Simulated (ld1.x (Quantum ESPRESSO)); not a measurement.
## Which change was made? (Li, TM)

Li, norm-conserving Troullier–Martins (Kleinman–Bylander form), made with ld1.x (Quantum ESPRESSO) 7.5 (BLYP, non-relativistic). Core none, reference 1s2 2s1 2p0. Waves: 2p (bound, empty): rc 4.20 bohr; 1s (bound): rc 0.55 bohr. Local part: the s channel. Core correction: none.

Occupied shells without a wave of their own: 2s. They enter only through the test configuration that unscreens the potential.

Cutoffs, loose and tight: the cutoffs (Ry, on a coarse ladder) from which the occupation-weighted sum of valence levels, in a spherical-Bessel basis at the reference potential, stays within 10 and 1 mRy of its value at 400 Ry. They do not see the model core or the augmentation charge, which bear on the density cutoff. Test errors are all-electron minus pseudo excitation energies from the reference, over the configurations 1s2 2s0 2p0; 1s2 2s0.5 2p0; 1s2 2s0 2p1; 1s1 2s1 2p0; variants that change the core or the reference have their own tests.

The base gives: outcome: generated; cutoff, loose: 230 Ry; cutoff, tight: over 300 Ry; bound ghosts: none; largest test error (meV): +48.

After one change the result is: outcome: generated; cutoff, loose: 260 Ry; cutoff, tight: over 300 Ry; bound ghosts: none; largest test error (meV): +29. Which change was it?
A. all radii scaled by about 0.88 (s 0.48, p 3.68 bohr)
B. wave 1s (bound): rc 0.55 bohr becomes 1s (bound): rc 0.76 bohr
C. local potential the p channel

A. The others give: local potential the p channel → outcome: generated, misses its reference levels by 0.23 eV; cutoff, loose: 230 Ry; cutoff, tight: over 300 Ry; bound ghosts: none; largest test error (meV): -398 | wave 1s (bound): rc 0.55 bohr becomes 1s (bound): rc 0.76 bohr → outcome: generated; cutoff, loose: 140 Ry; cutoff, tight: 300 Ry; bound ghosts: none; largest test error (meV): +165.
